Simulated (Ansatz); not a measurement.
Calculated with Ansatz (gas phase, PBE0-D4/def2-TZVP geometries, no zero-point term in ΔE). CCSD(T)/CBS is the MP2 limit (def2-TZVPP, def2-QZVPP) plus CCSD(T) − MP2 in def2-TZVPP, frozen cores. This one scheme is used for every species. For Br outer-core shells are correlated without core-valence functions, which leaves a few kJ/mol of doubt a bond. Scalar relativity is left out up to krypton. One conformer a species, not always the lowest.

`CCB(O)Br` + `BCl` → `CCB(O)BCl` + HBr  (formal exchange of groups at a B–Br bond)

```
    species  CCSD(T)/CBS(def2) energy (Eh)
 `CCB(O)Br`                    -2753.11054
      `BCl`                     -485.78909
`CCB(O)BCl`                     -664.93839
        HBr                    -2573.91920
```

Problem. Work out ΔE.

Solution. ΔE = (-664.93839) + (-2573.91920) − (-2753.11054) − (-485.78909) = 0.04204 Eh = +26.4 kcal/mol.

Largest T1 diagnostic among the species: 0.013.

Leaving LDA and LC-ωPBE aside and taking each functional with its dispersion term where it has one, the values, not all of them listed here, spread over 2.9 kcal/mol, from PBE-D4 to PBE-QIDH. From BLYP to BHLYP (50 % exact exchange), in def2-TZVPP and without D4, ΔE moves by +2.0 kcal/mol.
